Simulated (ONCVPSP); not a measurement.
Potentials for calcium compared

Generated with ld1.x 7.5 (TM, RRKJ, ultrasoft, PAW), atompaw 4.2 or ONCVPSP 4.0.1. The cutoff is in Ry: for ld1.x and atompaw files where the sum of valence levels is converged to 10 mRy in a Bessel basis, for ONCV files where the hardest occupied wave has 1 mHa per electron of residual kinetic energy. The error is the largest all-electron minus pseudo excitation energy over each file’s own four to seven test configurations (ionisations up to +4, promotions, holes and added fractions of an electron), all of which were solved. The labels leave out finer settings (local radius, basis sizes, second energies), which also bear on the numbers. Spin-polarised tests are not counted. The rows are a selection from randomly drawn settings: files with unsolved tests, undetermined cutoffs or missed reference levels are left out.

```csv
potential,cutoff (Ry),largest error (meV),bound ghosts
"ONCV, PBE, scalar-relativistic, rc 1.65/2.50/1.65 (spd), local d, core correction no, reference 3s2 3p6 4s1.5 4p0.5, qcut 9.7/4.4/6.7, projectors 2/3/0",52,+182,none
"ONCV, PBE, scalar-relativistic, rc 1.55/1.55/1.65 (spd), local smoothed, core correction no, reference 3s2 3p6 4s2, qcut 8.8/10.2/6.9, projectors 3/1/2",51,-13,none
```

(1) Fill in the row for Ca: ONCV, PBE, scalar-relativistic, rc 1.55/1.90/1.70 (spd), local smoothed, core correction yes, reference 3s2 3p6 4s2, qcut 6.6/8.7/6.1, projectors 2/2/1.

(2) Fill in the row for Ca: ONCV, PBEsol, scalar-relativistic, rc 1.50/1.40/1.35/1.40 (spdf), local smoothed, core correction yes, reference 3s2 3p6 4s1.5, qcut 9.9/12/6.6/6.8, projectors 2/2/2/2.

(3) Fill in the row for Ca: ONCV, PBEsol, scalar-relativistic, rc 1.65/1.80/1.50 (spd), local d, core correction yes, reference 3s2 3p6 4s2, qcut 7.2/9.1/5.8, projectors 2/2/0.

Results:

(1) cutoff 36 Ry, largest error +15 meV, bound ghosts: none.

(2) cutoff 59 Ry, largest error +4.2 meV, bound ghosts: none.

(3) cutoff 35 Ry, largest error -12 meV, bound ghosts: none.
